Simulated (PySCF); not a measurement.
A PySCF script (with the pyscf-properties extension) for the NMR shieldings of SMILES [SiH2](C)CC1CSC1, C5H12SSi, on a GFN2-xTB geometry:

```python
import basis_set_exchange as bse
import numpy as np
from pyscf import gto, dft
from pyscf.prop import nmr

atoms = """
C    -3.137256   -0.396552    0.243825
Si   -1.407196   -0.743401   -0.450861
C    -0.194594    0.552402    0.248131
C     1.220380    0.381065   -0.274173
C     1.944861   -0.890186    0.179480
S     3.490543    0.024269    0.533038
C     2.259237    1.357163    0.295954
H    -3.151182   -0.455279    1.328556
H    -3.853436   -1.120073   -0.131993
H    -3.491575    0.591420   -0.036589
H    -1.415135   -0.641038   -1.915969
H    -0.971845   -2.091078   -0.063306
H    -0.538328    1.556488   -0.011384
H    -0.176540    0.504788    1.339472
H     1.218288    0.437734   -1.365809
H     1.543075   -1.315989    1.097362
H     2.070339   -1.668489   -0.568641
H     1.975859    1.783730    1.257465
H     2.604702    2.142276   -0.372132
"""
names = dict.fromkeys(["C", "Si", "S", "H"], "pcSseg-1")
basis = {el: gto.basis.parse(bse.get_basis(n, elements=[el], fmt="nwchem")) for el, n in names.items()}
mol = gto.M(atom=atoms, basis=basis, charge=0, verbose=0)
mf = dft.RKS(mol, xc="PBE0")
mf.grids.level = 2
mf.grids.alignment = dft.numint.BLKSIZE   # the property module wants whole blocks of grid points
mf.conv_tol = 1e-9
mf.kernel()

calc = nmr.RKS(mf)   # GIAO
C = mf.mo_coeff
Co = C[:, mf.mo_occ > 0]
resp = mf.gen_response(singlet=True, hermi=2)
def vind(x):   # induced exchange potential for any number of trial vectors
    d = np.einsum("pi,xij,qj->xpq", C, 2 * x.reshape(-1, C.shape[1], Co.shape[1]), Co, optimize=True)
    return np.einsum("xpq,pi,qj->xij", resp(d - d.transpose(0, 2, 1)), C, Co, optimize=True).ravel()
mo1, _ = nmr.rhf.solve_mo1(calc, with_cphf=vind)
sigma = calc.kernel(mo1)
for i, s in enumerate(sigma):   # ppm
    print("%2d %-2s %9.2f" % (i, mol.atom_pure_symbol(i), np.trace(s) / 3))
```

**Question.** Give the expected output.

**Answer.** 
```
 0 C     194.14
 1 Si    397.28
 2 C     160.41
 3 C     148.74
 4 C     148.59
 5 S     564.35
 6 C     146.75
 7 H      31.66
 8 H      31.59
 9 H      31.62
10 H      27.81
11 H      27.68
12 H      30.92
13 H      30.75
14 H      28.52
15 H      28.57
16 H      28.68
17 H      28.52
18 H      28.54
```

These numbers come from an equivalent density-fitted implementation of the same equations, which agrees with the script to about 0.01 ppm for H and up to a few tenths of a ppm for heavy atoms, so last digits may differ.

**Question.** Turn these shieldings into chemical shifts. Shifts are taken against calculated references (same method and geometry level): ¹³C (186.93 ppm) and ²⁹Si (349.16 ppm) and ¹H (31.72 ppm) vs TMS; ³³S (503.73 ppm) against CS2.

**Answer.** Averaging equivalent atoms: C 4/6: 39.3; C 3: 38.2; C 2: 26.5; C 0: -7.2; Si 1: -48.1; S 5: -61; H 10/11: 3.97; H 14: 3.20; H 15/17: 3.17; H 16/18: 3.11; H 12/13: 0.88; H 7/8/9: 0.10 ppm. 

Size and cost of the density-fitted run: 193 basis functions, 120 s wall time (100 s CPU) on 1 thread of an Intel Xeon, shared host; peak memory 0.85 GiB.
